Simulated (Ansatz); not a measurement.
System: CBrClF (charge 0, doublet). It need not be the lowest isomer of its formula. 
Coordinates optimised at B3LYP-D3(BJ)/def2-TZVP (Ansatz, a first-principles code):
```
C
F 1 1.3271
Cl 1 1.7212 2 113.15
Br 1 1.9004 2 113.24 3 137.55
```
Charge 0, spin multiplicity 2.

Basis-set convergence of Hartree-Fock and CCSD(T) correlation energies (hartree) with Ansatz. Cores are frozen in the correlated levels unless marked. Open shells are spin-unrestricted. Spin-orbit coupling is left out. Frozen are the shells of the preceding noble gas and the d and f shells that filled before the atom's block. Non-relativistic.

```json
[
 {"basis": "def2-SVP", "functions": "78", "E(HF)": "-3168.57819", "E(corr, CCSD(T))": "-0.59263"},
 {"basis": "def2-TZVPP", "functions": "152", "E(HF)": "___", "E(corr, CCSD(T))": "___"}
]
```

**Question.** Some entries are withheld; supply them.

**Answer.** 
- def2-TZVPP, E(HF): -3169.22782
- def2-TZVPP, E(corr, CCSD(T)): -0.79664
